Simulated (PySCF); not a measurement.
Mn (manganese, neutral) across methods

[Ar] 3d5 4s2, high-spin 6S determinant. Computed with PySCF 2.14 in aug-cc-pVTZ-DK, with scalar relativity by spin-free X2C-1e. The B2PLYP total includes its PT2 part (frozen core); its orbital energies are those of the SCF part.

| method | E (hartree) | mean ε 3d α (eV) | mean ε 4s α (eV) | mean ε 4s β (eV) | Σ⟨r²⟩ (bohr²) | ⟨S²⟩ |
| --- | --- | --- | --- | --- | --- | --- |
| PBE0 | -1158.334 | -10.438 | -6.159 | -5.111 | 40.81 | 8.762 |
| B2PLYP | -1158.278 | -12.698 | -6.584 | -5.649 | 41.30 | 8.760 |
| LDA | -1156.116 | -8.335 | -5.701 | -4.643 | 40.30 | 8.762 |
| r2SCAN | -1158.515 | -8.724 | -5.763 | -4.549 | 40.94 | 8.781 |
| HSE06 | -1158.354 | -9.995 | -5.837 | -4.738 | 40.75 | 8.762 |
| M06-L | -1158.490 | -8.290 | -5.422 | -4.486 | 39.83 | 8.760 |
| PBE | -1158.309 | -8.151 | -5.512 | -4.464 | 40.74 | 8.762 |
| M06-2X | -1158.566 | -12.747 | -6.187 | -6.040 | 41.30 | 8.751 |

Question: Estimate the same row for UHF.

Answer: E (hartree) = -1157.38330; mean ε 3d α (eV) = -17.084; mean ε 4s α (eV) = -7.554; mean ε 4s β (eV) = -6.200; Σ⟨r²⟩ (bohr²) = 42.86; ⟨S²⟩ = 8.772.
